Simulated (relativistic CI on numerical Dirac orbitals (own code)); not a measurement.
# Tb³⁺: what numerical and physical settings do to a radial Dirac CI calculation

Reference input:

```
atom Tb  Z=65  charge=3  electrons=62
nucleus A=159  rms_radius_fm=5.0600
hamiltonian dirac-coulomb  breit=on  qed=on  c_scale=1
orbitals kli  potential=per-configuration
slater_scale 1
correlation none
mixing on
grid step=0.0125 r_max=50.3
scf mixing=0.4 start=green max_iterations=150 tolerance=2e-08 node_fill=0.05
configurations
  [Xe] 4f8
end
```

Computed lowest total energy -11693.26750 Ha, first excitation 2006.9 cm⁻¹, 14 SCF steps. Runs with settings changed; * marks those that are bad on purpose (the QED terms keep the true α when c is scaled):

```
                        Changed        Outcome  Lowest level    ΔE (Ha)  First excitation (cm⁻¹)  SCF steps                                                                                          Message
QED terms off, Slater scale 0.5      converged      4f8 7F_6      -7.17                   2258.5         14                                                                                                 
            speed of light × 10      converged      4f8 7F_6        468                     19.9         13                                                                                                 
                grid step 0.008      converged      4f8 7F_6  -0.000117                   2006.9         14                                                                                                 
               Slater scale 0.6      converged      4f8 7F_6      0.136                   2181.5         14                                                                                                 
               Slater scale 5 *      converged      4f8 7F_6      -1.38                   1800.6         14                                                                                                 
        speed of light × 0.05 *  not converged                                                            1  SCF of 1s2 2s2 2p6 3s2 3p6 3d10 4s2 4p6 4d10 4f8 5s2 5p6 stopped: an orbital could not be found
```

With so few configurations and no correlation, terms lie too far apart (by 10 to 50 % near neutrality), their order can be wrong, and levels of other configurations are missing.
